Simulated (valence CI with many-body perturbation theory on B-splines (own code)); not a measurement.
# E1 line list for Co XIII

Calculated by valence CI with perturbative core correlation (CI+MBPT): five valence electrons over a frozen Dirac-Fock core [Ne], radial functions for each j: 9 s, 9 p, 8 d, 6 f, 3 g, 1 h, with the one-electron correlation potential Σ1, the two-electron term Σ2, the three-electron term Σ3, Breit, model QED; selected CI, second order for the rest, scaled by the run's own slope (own B-spline code, finite nucleus).

No measured levels were compared; by estimate levels of excited configurations hold to 0.05 to 0.15 % of their energy, terms of the ground configuration to about 0.5 %. Among the levels kept, up to 630 cm⁻¹ of a level comes from second order outside the variational space, and about a tenth of that is noise between levels of different J, which matters for small intervals.

Lines 101 to 150 of 174 in falling wavelength, among levels below 703320 cm⁻¹, chosen from the strongest by gf and those to the six lowest levels. Wavelengths and rates use the calculated energies, so an error of 200 cm⁻¹ moves a line at 222.9 Å by 0.045 % and its rate by three times that or more. Electric multipoles are in the length gauge, E1 and E2 with the static RPA response of the core. Weak lines are less certain than strong ones. Lines between different terms over intervals too small for the method are left out, as are lines whose strength nearly cancels.

Names give the largest LS component (configuration and term), which can be under half, so a name can repeat, a term be missing and a line seem to break the LS rules; names also repeat where a configuration has a term twice. Letters in brackets count levels of one name in rising energy.

```tsv
λ vac (Å)	Upper	Lower	A (s⁻¹)	S (a.u.)
222.9	3s2 3p2 3d 2P_3/2 [b]	3s2 3p3 2P°_3/2	3.43e+09	7.50e-02
219.2	3s2 3p2 3d 4F_3/2	3s2 3p3 4S°_3/2	3.43e+07	7.13e-04
218.6	3s2 3p2 3d 2P_3/2 [b]	3s2 3p3 2P°_1/2	1.37e+09	2.83e-02
217.6	3s2 3p2 3d 4P_5/2	3s2 3p3 2P°_3/2	7.52e+06	2.29e-04
217.0	3s2 3p2 3d 4F_5/2	3s2 3p3 4S°_3/2	6.36e+07	1.92e-03
215.9	3s2 3p2 3d 2P_1/2 [a]	3s2 3p3 2P°_3/2	1.44e+10	1.43e-01
215.2	3s2 3p2 3d 4P_3/2	3s2 3p3 2P°_3/2	1.91e+08	3.76e-03
213.4	3s2 3p2 3d 4P_1/2	3s2 3p3 2P°_3/2	2.07e+09	1.98e-02
211.9	3s2 3p2 3d 2P_1/2 [a]	3s2 3p3 2P°_1/2	6.95e+09	6.53e-02
211.3	3s2 3p2 3d 4P_3/2	3s2 3p3 2P°_1/2	2.21e+04	4.12e-07
211.0	3s2 3p2 3d 2F_5/2 [a]	3s2 3p3 4S°_3/2	1.44e+08	4.01e-03
210.5	3s2 3p2 3d 2D_3/2 [a]	3s2 3p3 2P°_3/2	3.16e+08	5.82e-03
209.5	3s2 3p2 3d 4P_1/2	3s2 3p3 2P°_1/2	1.36e+09	1.24e-02
208.6	3s2 3p2 3d 4D_1/2	3s2 3p3 4S°_3/2	9.91e+07	8.87e-04
208.2	3s2 3p2 3d 2G_7/2	3s2 3p3 2D°_5/2	3.98e+08	1.42e-02
208.0	3s2 3p2 3d 4D_3/2	3s2 3p3 4S°_3/2	4.47e+08	7.93e-03
206.7	3s2 3p2 3d 2D_3/2 [a]	3s2 3p3 2P°_1/2	5.83e+06	1.02e-04
205.7	3s2 3p2 3d 4D_5/2	3s2 3p3 4S°_3/2	5.31e+08	1.37e-02
205.2	3s2 3p2 3d 2P_3/2 [b]	3s2 3p3 2D°_5/2	4.67e+10	7.98e-01
204.9	3s2 3p2 3d 2D_5/2 [a]	3s2 3p3 2P°_3/2	2.72e+09	6.94e-02
202.7	3s2 3p2 3d 2P_3/2 [b]	3s2 3p3 2D°_3/2	2.13e+10	3.50e-01
200.7	3s2 3p2 3d 4P_5/2	3s2 3p3 2D°_5/2	1.79e+09	4.28e-02
198.7	3s2 3p2 3d 4P_3/2	3s2 3p3 2D°_5/2	5.23e+08	8.10e-03
198.3	3s2 3p2 3d 4P_5/2	3s2 3p3 2D°_3/2	6.55e+08	1.51e-02
198.0	3s2 3p2 3d 2D_3/2 [b]	3s2 3p3 2P°_3/2	4.38e+08	6.72e-03
197.5	3s2 3p2 3d 2D_5/2 [b]	3s2 3p3 2P°_3/2	4.00e+09	9.13e-02
196.9	3s2 3p2 3d 2P_1/2 [a]	3s2 3p3 2D°_3/2	3.81e+10	2.88e-01
196.4	3s2 3p2 3d 4P_3/2	3s2 3p3 2D°_3/2	3.68e+08	5.51e-03
194.8	3s2 3p2 3d 4P_1/2	3s2 3p3 2D°_3/2	1.08e+10	7.86e-02
194.7	3s2 3p2 3d 2D_3/2 [b]	3s2 3p3 2P°_1/2	6.54e+09	9.53e-02
194.7	3s2 3p2 3d 2D_3/2 [a]	3s2 3p3 2D°_5/2	6.80e+09	9.90e-02
192.4	3s2 3p2 3d 2D_3/2 [a]	3s2 3p3 2D°_3/2	7.46e+09	1.05e-01
191.9	3s2 3p2 3d 2P_1/2 [b]	3s2 3p3 2P°_3/2	3.69e+09	2.57e-02
189.9	3s2 3p2 3d 2D_5/2 [a]	3s2 3p3 2D°_5/2	3.46e+10	7.01e-01
189.4	3s2 3p2 3d 2F_5/2 [b]	3s2 3p3 2P°_3/2	2.65e+08	5.33e-03
188.8	3s2 3p2 3d 2P_1/2 [b]	3s2 3p3 2P°_1/2	6.67e+10	4.43e-01
188.3	3s2 3p2 3d 2P_3/2 [c]	3s2 3p3 2P°_3/2	5.34e+10	7.05e-01
187.8	3s2 3p2 3d 2D_5/2 [a]	3s2 3p3 2D°_3/2	1.01e+09	1.99e-02
187.5	3s2 3p2 3d 2S_1/2	3s2 3p3 2P°_3/2	6.27e+10	4.08e-01
186.1	3s2 3p2 3d 2P_3/2 [b]	3s2 3p3 4S°_3/2	2.89e+08	3.68e-03
185.3	3s2 3p2 3d 2P_3/2 [c]	3s2 3p3 2P°_1/2	2.04e+10	2.57e-01
184.5	3s2 3p2 3d 2S_1/2	3s2 3p3 2P°_1/2	3.40e+09	2.11e-02
184.0	3s2 3p2 3d 2D_3/2 [b]	3s2 3p3 2D°_5/2	1.08e+10	1.33e-01
183.5	3s2 3p2 3d 2D_5/2 [b]	3s2 3p3 2D°_5/2	3.91e+10	7.16e-01
182.4	3s2 3p2 3d 4P_5/2	3s2 3p3 4S°_3/2	8.91e+10	1.60e+00
182.0	3s2 3p2 3d 2D_3/2 [b]	3s2 3p3 2D°_3/2	6.17e+10	7.34e-01
181.5	3s2 3p2 3d 2D_5/2 [b]	3s2 3p3 2D°_3/2	3.08e+09	5.46e-02
181.2	3s2 3p2 3d 2P_1/2 [a]	3s2 3p3 4S°_3/2	1.54e+10	9.03e-02
180.8	3s2 3p2 3d 4P_3/2	3s2 3p3 4S°_3/2	9.06e+10	1.06e+00
179.5	3s2 3p2 3d 4P_1/2	3s2 3p3 4S°_3/2	8.21e+10	4.69e-01
```
